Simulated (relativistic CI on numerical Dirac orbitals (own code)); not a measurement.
# Sensitivity of the levels of Cu VI to α and to the nuclear radius

These numbers are calculated, not measured: Dirac-Coulomb-Breit CI, orbitals from a KLI potential per configuration, valence Slater integrals scaled by 0.85, P86 correlation energy added to each configuration, derivatives by finite differences, QED left out (own radial code, finite nucleus).

Configuration list (outside the closed core [Ne]): 3s2.3p6.3d6, 3s2.3p6.3d5.4s, 3s2.3p5.3d7, 3s2.3p6.3d5.4p, 3s2.3p6.3d5.4d, 3s.3p6.3d7, 3p6.3d8. Levels of other configurations are missing.

With x = (α/α₀)² − 1 an excitation energy changes as ω = ω₀ + qx; K = 2q/ω₀ is the relative enhancement. Terms are leading LS components, so labels can repeat. The field-shift factor is F = δν/δ⟨r²⟩ for the transition from the lowest level.

Lowest level 3s2.3p6.3d6 5D_4.

```csv
Level,ω₀ (cm⁻¹),q (cm⁻¹),F (GHz/fm²)
3s2.3p6.3d6 5D_3,1169.9,1212,0.00615
3s2.3p6.3d6 5D_2,1943.2,1914,0.00977
3s2.3p6.3d6 5D_1,2434.6,2356,0.0121
3s2.3p6.3d6 5D_0,2673.3,2568,0.0132
3s2.3p6.3d6 3H_6,27714.1,245.9,0.0393
3s2.3p6.3d6 3P_2,28182.0,-310.7,0.0125
3s2.3p6.3d6 3H_5,28318.5,693.5,0.0415
3s2.3p6.3d6 3H_4,28671.9,604,0.041
3s2.3p6.3d6 3F_4,30869.4,445.7,0.0324
3s2.3p6.3d6 3F_3,31489.3,865,0.0338
3s2.3p6.3d6 3P_1,31494.4,3071,0.0295
3s2.3p6.3d6 3F_2,31943.9,1363,0.0355
3s2.3p6.3d6 3P_0,32650.0,3774,0.0341
```

At this charge configurations can still be misplaced by up to about 7 % of their energy.

Q: Which transition from the lowest level has the largest |K|?

A: 3s2.3p6.3d6 5D_3 at 1169.9 cm⁻¹, K = 2.07.
